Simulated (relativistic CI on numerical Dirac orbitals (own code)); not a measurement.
# What each ingredient does to the levels of Tl⁴⁵⁺

Base calculation: Dirac-Coulomb-Breit CI, KLI orbitals optimised for each configuration, a model potential for QED, unscaled Slater integrals.

Configurations in the expansion (outside the closed core [Ar] 3d10): 4s2 4p6, 4s2 4p5 4d, 4s 4p6 4d, 4s2 4p5 4f, 4s 4p6 4f, 4p6 4d 4f, 4s2 4p5 5s, 4p6 4d2, 4p5 4d3, 4p5 4d2 4f, 4p5 4d2 5s, 4p6 4f2, 4p5 4d 4f2, 4p5 4f3, 4p5 4f2 5s. Double excitations out of closed p, d and f shells are left out; levels of such configurations are missing from the list, as are those of other unlisted configurations, and high levels can miss mixing partners.

Variants: (1) QED terms removed; (2) configuration mixing switched off. Shifts of the energy above 4s2 4p6 1S_0, in eV, for the lowest level and the first level of each name with at least 55 % of one term (blank where a level changes its place among those of its configuration and J or its character, or is not in the variant):

| Level | Base | Δ(1) | Δ(2) |
| --- | --- | --- | --- |
| 4s2 4p6 1S_0 | 0.000 | 0.000 | 0.000 |
| 4s2 4p5 4d 3P°_0 | 173.385 | +0.358 | -0.045 |
| 4s2 4p5 4d 3P°_1 | 179.223 | +0.354 | -0.044 |
| 4s2 4p5 4d 3F°_3 | 182.137 | +0.359 | +0.198 |
| 4s2 4p5 4d 3F°_4 | 209.358 | +0.283 | +0.337 |
| 4s2 4p5 4d 3D°_3 | 218.620 | +0.282 | -0.013 |
| 4s2 4p5 4d 3F°_2 | 329.961 | +0.242 | +0.348 |
| 4s2 4p5 4f 3D_1 | 420.833 | +0.555 | +6.416 |
| 4s2 4p5 4f 3D_2 | 427.899 | +0.493 | +4.442 |
| 4s2 4p5 4f 3G_4 | 432.946 | +0.345 | -0.005 |
| 4s2 4p5 4f 3F_3 | 436.104 | +0.361 | +0.563 |
| 4s2 4p5 4f 3G_5 | 438.752 | +0.314 | -0.005 |
| 4s2 4p5 4f 1F_3 | 440.856 | +0.362 | +1.793 |
| 4s2 4p5 4f 3F_4 | 446.673 | +0.314 | -0.005 |
| 4s2 4p5 4f 1D_2 | 448.524 | +0.351 | +0.701 |
| 4s 4p6 4d 3D_1 | 471.224 | +1.833 | -6.327 |
| 4s 4p6 4d 3D_2 | 472.678 | +1.874 | -3.663 |
| 4s 4p6 4d 3D_3 | 497.316 | +1.874 | -0.741 |
| 4s 4p6 4d 1D_2 | 506.308 | +1.945 | -0.395 |
| 4s2 4p5 4f 3G_3 | 582.615 | +0.227 | -0.033 |
| 4s 4p6 4f 3F°_2 | 717.482 | +2.026 | -0.328 |
| 4s 4p6 4f 3F°_3 | 719.103 | +2.025 | -0.166 |

At this charge energies of transitions that change n are usually good to better than 1 %, and those within a shell (Δn = 0) to a few per cent.

Ionisation energy from the two ground configurations alone: base 2446.96 eV. The NIST ASD value (theoretical) is 2447 eV.

LS names give the leading component of a level, which can be under half, so a name can repeat, a term be missing and a line seem to break the LS rules.
